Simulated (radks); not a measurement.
Spherical jellium clusters: N electrons in a uniform positive sphere of charge N and radius rs N^(1/3), rs = 2.31 bohr. Method: non-relativistic Kohn-Sham, LDA (Slater exchange, Perdew-Wang correlation), spin-polarised, spherical densities; computed with a radial shooting solver with Libxc functionals. Levels are named by radial order and angular momentum (1s, 1p, 1d, 2s, ...), and open shells are averaged over m.

N = 18, configuration 1s2 1p6 1d10. This is the lowest configuration that the search found. Occupied and some empty levels:

level,occupation,eigenvalue (eV),<r> (bohr)
1s,2,-10.095,3.584
1p,6,-7.3680,4.551
1d,10,-4.3771,5.349
2s,0,-3.9220,5.028
1f,0,-1.3030,6.368
2p,0,-1.2126,7.384

Energy (eV): total -15.8412, kinetic 81.357, external -1681.5, Hartree 812.11, exchange-correlation -101.57, background 873.80. Static polarisability (adiabatic kernel): 369.8 bohr^3, against R^3 = 221.9 for a classical metal sphere.
